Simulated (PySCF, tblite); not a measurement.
A set of runs on `CO[CH2][GeH2][GeH2][SiH3]`; the geometry of each is named by its level. Settings lines and outputs come from a driver script.

Compound: C2H12Ge2OSi.
Bonds: C1–O2, O2–C3, C3–Ge4, Ge4–Ge5, Ge5–Si6. Hydrogens: H7, H8, H9 on C1; H10, H11 on C3; H12, H13 on Ge4; H14, H15 on Ge5; H16, H17, H18 on Si6.

Step 1: GFN2-xTB geometry optimisation, gas phase (tblite 0.8.0) (from a force-field or distance-geometry start)
```json
{"job": {"kind": "relax", "xc": "GFN2-xTB", "basis": "xTB"}, "charge": 0, "multiplicity": 1}
```
```
step      E/eV     max force
  0    -544.99761    1.188
  1    -545.08127    0.711
  2    -545.13652    0.420
...
224    -545.40259    0.026
225    -545.40264    0.014
226    -545.40268    0.016
227    -545.40271    0.013
228    -545.40273    0.009
```

Energy lowered by 9.3 kcal/mol over 228 steps; largest atomic force 0.009 eV/Å at the end. «max force» is the largest atomic force in eV/Å.

Step 2: GFN2-xTB harmonic vibrations, gas phase (tblite 0.8.0) (on the GFN2-xTB geometry)
```json
{"job": {"kind": "ir", "xc": "GFN2-xTB", "basis": "xTB"}, "charge": 0, "multiplicity": 1}
```
```
(table of modes left out)
```

48 modes from 35 to 3029 cm⁻¹ (unscaled, harmonic); zero-point energy 75.4 kcal/mol; all wavenumbers are real at this level.

Step 3: PBE0-D3(BJ)/def2-SVP geometry optimisation, gas phase (PySCF 2.14.0) (from the GFN2-xTB geometry)
```json
{"job": {"xc": "PBE0", "basis": "def2-SVP", "d3": "d3bj", "grid": 1, "shake": 0.01, "kind": "geom"}, "charge": 0, "multiplicity": 1}
```
```
step   0  E = -4600.58043854  max force = 0.037234
step   1  E = -4600.59178237  max force = 0.011189
step   2  E = -4600.59261177  max force = 0.005334
step   3  E = -4600.59300215  max force = 0.000997
...
step   9  E = -4600.59329641  max force = 0.000803
step  10  E = -4600.59332365  max force = 0.000606
step  11  E = -4600.59334026  max force = 0.000358
step  12  E = -4600.59334545  max force = 0.000212
optimisation converged
```

Final energy -4600.59335 Eh after 12 steps; dipole 2.17 D. Energies in Eh; «max force» is the largest Cartesian gradient component in Eh/bohr.

Step 4: TDDFT wB97X-D/def2-SVPD, vertical, gas phase, core orbitals frozen in the response (PySCF 2.14.0, density-fitted response routines) (on the PBE0-D3(BJ)/def2-SVP geometry)
```json
{"job": {"kind": "uv", "xc": "wB97X-D", "basis": "def2-SVPD", "ip": true}, "charge": 0, "multiplicity": 1}
```
```
...
Static polarisability (au): isotropic 126.991, principal 107.466 131.034 142.473
Singlet excitations
state   eV       nm        f      main configurations
  1   6.7389    184.0   0.04060   H->L+1 0.39, H->L+3 0.25, H->L+2 0.20
  2   6.8570    180.8   0.38471   H->L 0.78
  3   7.0558    175.7   0.02805   H->L+1 0.40, H->L+3 0.32, H->L+2 0.08
  4   7.2260    171.6   0.03819   H->L+2 0.56, H->L+3 0.23
  5   7.2802    170.3   0.02568   H-1->L+1 0.57, H-1->L+3 0.19
  6   7.4474    166.5   0.08116   H-2->L 0.38, H-1->L 0.27, H-2->L+2 0.09
  7   7.5535    164.1   0.03067   H-2->L+1 0.32, H-1->L 0.25, H-2->L+2 0.10
  8   7.6237    162.6   0.05954   H-1->L 0.28, H-2->L+1 0.25, H-2->L 0.10
  9   7.6799    161.4   0.21344   H-2->L 0.35, H-2->L+2 0.17, H->L+4 0.16
 10   7.8278    158.4   0.11450   H-2->L+3 0.26, H-2->L+1 0.14, H->L+5 0.12
Triplet excitations (Tamm-Dancoff, eV): 6.0223 6.3372 6.5418 6.6977
Vertical ionisation energy (delta-SCF) = 9.2822 eV
```

HOMO -9.22 eV, LUMO 1.51 eV; lowest singlet 6.74 eV; lowest triplet 6.02 eV (Tamm–Dancoff); mean polarisability 127.0 au.

Which step took the most CPU time, and about what did each take on an Arm Neoverse V1 with one thread, on a shared host?

Step 4, about 61 % of the total. CPU time by step: 1: 2.0 s, 2: 0.79 s, 3: 5.1 min, 4: 8.3 min.

Geometry of the electronic-property runs (PBE0-D3(BJ)/def2-SVP):
```
atom  x, y, z in Å
C1    -1.6787   -1.6004   -0.4099
O2    -0.9416   -0.4884    0.0049
C3    -1.1144   -0.1647    1.3597
Ge4   -0.0025    1.4358    1.7234
Ge5    1.2734    1.7373   -0.3108
Si6    1.9137   -0.4258   -1.0758
H7    -1.4590   -1.7714   -1.4729
H8    -1.4042   -2.5087    0.1609
H9    -2.7668   -1.4337   -0.2923
H10   -2.1780    0.0477    1.5857
H11   -0.8019   -1.0014    2.0156
H12    0.9133    1.1685    2.9361
H13   -0.9021    2.6415    2.0651
H14    2.5067    2.6247   -0.0375
H15    0.4067    2.4521   -1.3655
H16    1.9654   -1.3817    0.0731
H17    0.9626   -0.9336   -2.1082
H18    3.2797   -0.3874   -1.6907
```

 (This holds for the electronic-property runs.)

One conformer stands for the species.

The pairwise dispersion term of wB97X-D wasn't added to the energies; at a given geometry it leaves orbitals and properties as they are.
